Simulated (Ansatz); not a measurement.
`FC([SiH3])(Cl)Cl` → `F[C](Cl)Cl`• + `[SiH3]`• at 400 K and 1 bar (homolysis of the C–Si bond).

Program: Ansatz. Geometries: PBE0-D4/def2-TZVP. ΔE: electronic, gas phase. CCSD(T)/CBS adds triple-zeta CCSD(T) − MP2 to the extrapolated MP2 energy (def2 sets, frozen cores). This one scheme is used for every species. No spin–orbit coupling; open shells (•) take unrestricted orbitals.

```
           species  CCSD(T)/CBS energy (Eh)  H − E (kJ/mol)  S (J/(mol·K))
`FC([SiH3])(Cl)Cl`              -1348.25786           124.6          376.3
     `F[C](Cl)Cl`•              -1057.31613            42.8          316.2
         `[SiH3]`•               -290.80808            70.3          229.7
```

H − E and S are ideal-gas, rigid-rotor, harmonic terms from PBE0-D4/def2-TZVP, with the whole ground term of open shells counted as degenerate. 1 Eh = 2625.50 kJ/mol, R = 8.31446 J/(mol·K).

By hand: ΔE, ΔH, ΔS and ΔG.

ΔE = (-1057.31613) + (-290.80808) − (-1348.25786) = 0.13365 Eh = 350.9 kJ/mol. Δ(H − E) = 42.8 + 70.3 − 124.6 = -11.5, so ΔH = 339.4 kJ/mol. ΔS = 316.2 + 229.7 − 376.3 = 169.6 J/(mol·K). ΔG = 339.4 − 400 × (169.6)/1000 = 271.6 kJ/mol.

By hand: the equilibrium constant, and the temperature at which ΔG would vanish if ΔH and ΔS stayed fixed.

log₁₀ K = −ΔG/(RT ln 10) = -35.5. ΔG = 0 at ΔH/ΔS = 2001 K.

The number of gas molecules changes by +1, which sets the sign of ΔS. A doubt of 5 kJ/mol in ΔE shifts log₁₀ K by 0.7 here. These are equilibria of isolated gas molecules and say nothing of rates. Largest T1 diagnostic: 0.015 (customary marks: 0.02 for closed shells, 0.045 for open ones).
